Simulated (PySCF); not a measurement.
## Calculated data, CH₆BNSi, CH₅BClSi

All values are calculated (PySCF 2.14.0). Calculation on a computer-drawn molecule: the log of a Hartree-Fock and frozen-core CCSD(T) single point meant for a local Hartree-Fock minimum, with one planted fault or none, to be diagnosed. Offsets are logged minus clean, where the clean run is the same molecule without the fault. The reference is restricted for singlets and unrestricted otherwise, and also for a bond in bohr or an excited solution. Adding or removing an electron swaps singlet and doublet. The excited solution moves the top pair (singlet) or top alpha electron (doublet) to the lowest empty orbital. Highest occupied and lowest empty are orbital energies over both spins, largest force is the largest gradient component, triples share is (T) over the correlation energy, the T1 limit is 0.02 restricted and 0.045 unrestricted, electrons count all cores, a negative frequency is imaginary (commonest isotopes), and the dipole is about the centre of nuclear charge.

Common to all runs: meant charge 0; meant basis cc-pV(D+d)Z; logged SCF converged yes; logged CC converged yes; logged SCF stable within its kind yes; possible faults no fault, one electron removed, one electron added, multiplicity raised by two, geometry at a saddle point, SCF held on an excited solution, minimal basis STO-3G, one bond length entered in bohr, all coordinates scaled.

```json
{"entry": 1, "formula": "CH6BNSi", "logged_structure": {"atoms_angstrom": [["B", -1.8357, -1.2155, -0.4977], ["C", -1.5182, 0.3154, -0.4047], ["Si", 0.1588, 0.6217, 0.3822], ["N", 0.5416, 1.1262, 1.8197], ["H", -1.3251, -1.8892, -1.3512], ["H", -2.556, -1.7446, 0.3024], ["H", -2.2563, 0.8757, 0.1733], ["H", -1.4154, 0.7502, -1.4073], ["H", 1.2521, 0.3298, -0.556], ["H", -0.1188, 1.3526, 2.54]]}, "given": {"meant_multiplicity": 1, "logged_electrons": 38, "logged_basis_functions": 95, "logged_spin_squared": 2.0275, "logged_highest_occupied [eV]": -6.0021, "logged_lowest_empty [eV]": 0.22338, "logged_largest_force [hartree/bohr]": 0.15911, "logged_T1_diagnostic": 0.020541, "logged_D1_diagnostic": 0.091559, "logged_triples_share": 0.027529, "logged_dipole_magnitude [debye]": 2.1716, "logged_energy_HF [hartree]": -409.29115, "logged_energy_CCSD(T) [hartree]": -409.8051, "drawn_bonds_atom": [1, 2, 3, 1, 1, 2, 2, 3, 4], "drawn_bonds_other_atom": [2, 3, 4, 5, 6, 7, 8, 9, 10], "drawn_bonds_order": [1, 1, 2, 1, 1, 1, 1, 1, 1]}, "results": {"planted_fault": "multiplicity raised by two", "HF_energy_offset_from_clean_run [kcal/mol]": 61.76, "CCSD(T)_energy_offset_from_clean_run [kcal/mol]": 88.53}}
{"entry": 2, "formula": "CH5BClSi", "logged_structure": {"atoms_angstrom": [["B", -1.4703, 1.4989, 0.2765], ["C", -0.3445, 0.4369, 0.5257], ["Si", -1.0672, -1.3045, 0.6088], ["Cl", -1.9891, -1.8135, -1.189], ["H", -2.1191, 1.9151, 1.1978], ["H", -1.7228, 1.8811, -0.8315], ["H", 0.134, 0.5662, 1.5038], ["H", 0.4221, 0.425, -0.2535], ["H", -2.0899, -1.4296, 1.6711]]}, "given": {"meant_multiplicity": 2, "logged_electrons": 47, "logged_basis_functions": 99, "logged_spin_squared": 3.7684, "logged_highest_occupied [eV]": -6.2431, "logged_lowest_empty [eV]": -2.9497, "logged_largest_force [hartree/bohr]": 0.09862, "logged_T1_diagnostic": 0.029958, "logged_D1_diagnostic": 0.18376, "logged_triples_share": 0.029535, "logged_dipole_magnitude [debye]": 3.9242, "logged_energy_HF [hartree]": -813.69308, "logged_energy_CCSD(T) [hartree]": -814.20152, "drawn_bonds_atom": [1, 2, 3, 1, 1, 2, 2, 3], "drawn_bonds_other_atom": [2, 3, 4, 5, 6, 7, 8, 9], "drawn_bonds_order": [1, 1, 1, 1, 1, 1, 1, 1]}, "results": {"planted_fault": "multiplicity raised by two", "HF_energy_offset_from_clean_run [kcal/mol]": 139.2, "CCSD(T)_energy_offset_from_clean_run [kcal/mol]": 141.4}}
```
